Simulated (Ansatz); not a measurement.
Calculated with Ansatz (gas phase, PBE0-D4/def2-TZVP geometries, no zero-point term in ΔE). CCSD(T)/CBS adds triple-zeta CCSD(T) − MP2 to the extrapolated MP2 energy (def2 sets, frozen cores). This one scheme is used for every species. Functionals use def2-TZVPP. B3LYP here is the variant with VWN-RPA as its local correlation; programs differ in this. For Ge outer-core shells are correlated without core-valence functions, which leaves a few kJ/mol of doubt a bond. Scalar relativity is left out up to krypton. Each species was taken in one conformer, which may not be the lowest.

Consider the formal exchange of groups at a B–Ge bond: `F[BH][GeH2][SH]` + `BCl` → `FBBCl` + `[SH][GeH3]`.

```
             level  ΔE (kcal/mol)  difference from CCSD(T)/CBS
            PBE-D4            3.0                         -0.2
         r2SCAN-D4            2.8                         -0.4
            B97M-V            0.7                         -2.5
           PBE0-D4            2.5                         -0.7
           ωB97M-V            2.7                         -0.5
              PBE0            2.2                         -1.0
             B3LYP            2.2                         -1.0
    MP2/def2-QZVPP            3.7                          0.5
SCS-MP2/def2-QZVPP            3.1                         -0.1
    CCSD/CBS(def2)            2.8                         -0.4
       CCSD(T)/CBS            3.2                            0
```

Largest T1 diagnostic among the species: 0.014.

Leaving LDA and LC-ωPBE aside and taking each functional with its dispersion term where it has one, the values, not all of them listed here, spread over 2.5 kcal/mol, from B97M-V to BLYP-D4. From BLYP to BHLYP (50 % exact exchange), in def2-TZVPP and without D4, ΔE moves by −1.0 kcal/mol. In def2-TZVPP, CCSD(T) changes the Hartree–Fock value by +2.0 kcal/mol (the triples alone add +0.4 kcal/mol) and MP2 by +2.6 kcal/mol.
